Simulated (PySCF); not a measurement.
CH2O3. Atoms are numbered in the order given.

```xyz
6

O      0.0000     1.0885    -0.6780
C      0.0000     0.0000     0.0980
O      0.0000     0.0000     1.3027
O      0.0000    -1.0885    -0.6780
H      0.0000     1.8517    -0.0802
H      0.0000    -1.8517    -0.0802
```
Charge 0, spin multiplicity 1.

Coordinates come from a B3LYP-D3(BJ)/def2-SVP optimisation. One conformer was computed; it need not be the lowest.

These are PBE/def2-TZVPD run with PySCF values and carry that method's errors.

Isolated molecule, no solvent.

Computed frontier levels, gap, dipole moment and polarisability:
- highest occupied level = -7.04 eV
- lowest empty level = -0.95 eV
- orbital gap = 6.09 eV
- dipole moment = 0.33 D
- quadrupole, principal values (traceless, Buckingham form, about the centre of nuclear charge) = -10.24, -0.83, 11.08 D·Å
- mean static polarisability = 27.9 bohr³ (4.14 Å³)
- polarisability, principal values = 19.9, 30.8, 33.0 bohr³
